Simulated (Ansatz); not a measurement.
Calculated with Ansatz (gas phase, PBE0-D4/def2-TZVP geometries, no zero-point term in ΔE). CBS: MP2 limit from def2 TZ/QZ plus the TZ coupled-cluster correction, frozen cores. This one scheme is used for every species, atoms too. DFT in def2-TZVPP. Open shells (•) are unrestricted, without spin–orbit coupling. Spin–orbit coupling would lower the free atoms: a little for Cl, O, Si. def2 core potentials past Kr. Bonds to Cd are less sure, by a few kJ/mol each and by 10 to 20 or more in all where they break to atoms, as the def2 sets lack core-valence functions. Each species was taken in one conformer, which may not be the lowest.

Consider the atomization: `[SiH3][O][Cd][Cl]` → Cd (atom) + Cl• + 3 H• + O• + Si•.

`[SiH3][O][Cd][Cl]`:

Cartesian coordinates in Å:
```
Si 0.931 0.799 0.292
O 0.279 -0.692 0.282
Cd -1.385 -1.476 -0.374
Cl -3.271 -2.481 -1.094
H 0.066 1.778 1.016
H 2.253 0.743 0.970
H 1.126 1.328 -1.091
```

Problem. What is ΔE at CCSD(T)/CBS? (Estimate.)

Solution. The calculation gave: +20.38 eV.

Problem. What do these levels give: BLYP-D4, r2SCAN-D4, ωB97M-V, LC-ωPBE, MP2/def2-TZVPP, HF/CBS(def2)? (Estimate.)

Solution. Ansatz gave: BLYP-D4 19.74, r2SCAN-D4 20.35, ωB97M-V 20.42, LC-ωPBE 20.35, MP2/def2-TZVPP 19.99, HF/CBS(def2) 14.93 eV.

Largest T1 diagnostic among the species: 0.015.

Leaving LDA and LC-ωPBE aside and taking each functional with its dispersion term where it has one, the values, not all of them listed here, spread over 1.02 eV, from BHLYP-D4 to ωB97X-V. LDA lies +2.96 eV from PBE without D4, its usual overbinding. At CCSD(T), def2-SVP lies −1.73 eV from the extrapolated value and def2-TZVPP −0.76 eV: correlation converges slowly with the basis, and small sets miss more of it in the bonded molecule than in its fragments.

For atomizations the MP2-based limit and the directly extrapolated one differ by several kJ/mol either way, and by 10 to 25 for some Ge, Se and Sn compounds, so smaller differences from it don't rank the levels.
